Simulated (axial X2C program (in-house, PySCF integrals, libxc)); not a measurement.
Levels of CSe⁻ by electron attachment to CSe (EOM-EA-CCSD)

Calculated with an in-house all-electron X2C program for linear molecules (integrals from PySCF): two-component X2C with atomic mean-field Coulomb and Gaunt terms, Gaussian nuclei, basis Se dyall-acv3z, C dyall-av3z with contracted cores.

R = 1.668 Å (near the PBE0 minimum at charge 0 of the determinant lowest at the starting distance; the state shown can have its own minimum elsewhere).

Hartree–Fock spinors of CSe (one of each Kramers pair; a window near the gap, which can cut inner shells):

```tsv
ω	occupied	ε (eV)	character
1/2	yes	-28.65	42% Se s, 28% C s, 16% C p
1/2	yes	-18.66	33% Se p, 27% C s, 23% Se s
1/2	yes	-12.26	52% C p, 23% Se p, 14% C s
1/2	yes	-11.64	58% Se p, 29% C p, 8% C d
3/2	yes	-11.45	56% Se p, 32% C p, 7% C d
3/2	no	0.94	38% C p, 26% Se d, 22% Se p
1/2	no	0.97	42% C p, 27% Se d, 18% Se p
1/2	no	1.16	55% Se p, 37% C p, 4% C s
3/2	no	1.67	72% C p, 28% Se p
1/2	no	1.67	69% C p, 30% Se p
1/2	no	1.76	33% Se s, 30% C s, 29% C p
```

Levels of CSe⁻ obtained by attaching an electron to CSe:

| Ω | binding energy (eV) | above lowest (cm⁻¹) | attached spinor | one-particle weight |
| --- | --- | --- | --- | --- |
| 1/2 | 0.041 | 0 | 45% C pπ, 24% Se dπ, 17% Se pπ | 0.93 |
| 3/2 | -0.004 | 360 | 42% C pπ, 24% Se dπ, 20% Se pπ | 0.93 |
| 1/2 | -0.958 | 8059 | 57% Se pσ, 31% C pσ, 6% C sσ | 0.99 |
| 1/2 | -1.526 | 12637 | 42% C pπ, 19% Se pπ, 15% Se sσ | 0.99 |
| 1/2 | -1.534 | 12705 | 26% C pπ, 25% Se sσ, 22% C sσ | 0.99 |
| 3/2 | -1.536 | 12719 | 70% C pπ, 29% Se pπ | 0.99 |
| 1/2 | -2.068 | 17011 | 47% C pσ, 29% Se pσ, 14% Se dσ | 0.99 |

(1) Take the first Ω = 1/2 and Ω = 3/2 rows of π character: how far apart are they, and which lies lower?

Negative binding energies belong to unbound states, resonances or levels that the basis set holds; within some tenths of an eV of zero the sign is not settled.

This point took 21 s on 1 thread of Arm Neoverse N1, with other jobs on the host.

Reference electrons by ω block (each with its −ω partner): 1/2: 14, 3/2: 5, 5/2: 1. 10 electrons of CSe correlated (inner shells frozen), 92 natural virtual spinors (a truncated set); levels can be off by some tenths of an eV. Roots sought by Ω: (1/2: 5, 3/2: 4, 5/2: 2, 7/2: 1); rows need 60 % one-particle weight and stop where some Ω has no more roots. Missing are any skipped roots, higher Ω and states of a further excitation; these come out far too high here and may in truth be low or lowest. T1 of the reference 0.030 (Lee–Taylor). Number of frozen shells: Se 3 s, 2 p, 1 d; C 1 s. Large amplitudes in the reference (orbital relaxation or multireference character) lower the reliability.

Results:

(1) E(3/2) − E(1/2) = 360 − 0 = 360 cm⁻¹ at EOM-EA-CCSD: regular, Ω = 1/2 lower. Splittings at this level can be off by ten to twenty per cent.
